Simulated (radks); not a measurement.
Fractional charge and spin in the 6s shell of hafnium: the spin-up occupation runs from 0 to 1 and the spin-down occupation from 0 to 1; the fullest corner is Hf+, [Xe] 4f14 5d(up 0.5, down 0.5) 6s(up 1, down 1). Method: scalar-relativistic Kohn-Sham, r2SCAN, spin-polarised, spherical densities, finite nucleus; meta-GGA in the generalised Kohn-Sham scheme; Fermi nuclear charge, rms radius of each element as measured or else 0.836 A^(1/3) + 0.57 fm; computed with a radial shooting solver on a logarithmic mesh with Libxc functionals. Energy (eV) minus the two flat planes that join the four corners (they meet along the diagonal where the two added fractions sum to one electron); zero is where a piecewise linear energy would lie.

| down \ up | 0 | 0.25 | 0.5 | 0.75 | 1 |
|---|---|---|---|---|---|
| 0 | 0.000 | -0.519 | -0.702 | -0.533 | 0.000 |
| 0.25 | -0.519 | -0.556 | -0.257 | 0.383 | -0.488 |
| 0.5 | -0.702 | -0.257 | 0.514 | -0.250 | -0.658 |
| 0.75 | -0.533 | 0.383 | -0.250 | -0.550 | -0.500 |
| 1 | 0.000 | -0.488 | -0.658 | -0.500 | 0.000 |

Corners above the fullest one (they belong to Hf2+ and the next ion): (up 1, down 0) 14.678 eV, (up 0, down 1) 14.678 eV, (up 0, down 0) 36.846 eV. With half an added electron in each spin the energy lies 0.514 eV from the planes, and with half an added electron in spin up alone -0.702 eV. The planes are only a guide here: the flat-plane condition holds for ground states with one frontier orbital, while this shell lies below other occupied shells, so the corners above the fullest one are inner-hole states and not the ground states of those ions.
